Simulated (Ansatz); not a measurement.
Reaction (SMILES): [SiH] (SiH) → H atom + Si atom
B3LYP-D3(BJ)/def2-TZVP geometries, fixed; electronic energies without zero-point terms.

Effect of the final integration grid (spheres per factor e of radius in core and valence, angular degree) at PBE/def2-TZVPP with Ansatz (a program for electronic structure), against the last row, where the atomisation energy is 71.94 kcal/mol. Open shells are unrestricted. The default's grid is 13, 11, 36.

| setting | largest shift of a total energy (mEh) | shift of the atomisation energy (kcal/mol) |
|---|---|---|
| accuracy: medium (default) | 0.000 | 0.000 |
| final_grid: 4, 3, 11 | 0.059 | 0.070 |
| final_grid: 6, 5, 17 | 0.021 | -0.012 |
| final_grid: 8, 7, 23 | 0.000 | 0.000 |
| final_grid: 10, 9, 29 | 0.000 | 0.000 |
| final_grid: 18, 15, 47 | 0.000 | 0.000 |
| final_grid: 26, 22, 59 | 0.000 | 0.000 |

Within 0.02 kcal/mol in the atomisation energy: accuracy: medium (default); final_grid: 6, 5, 17; final_grid: 8, 7, 23; final_grid: 10, 9, 29; final_grid: 18, 15, 47. The largest shift is 0.059 mEh in a total energy and 0.070 kcal/mol in the difference.
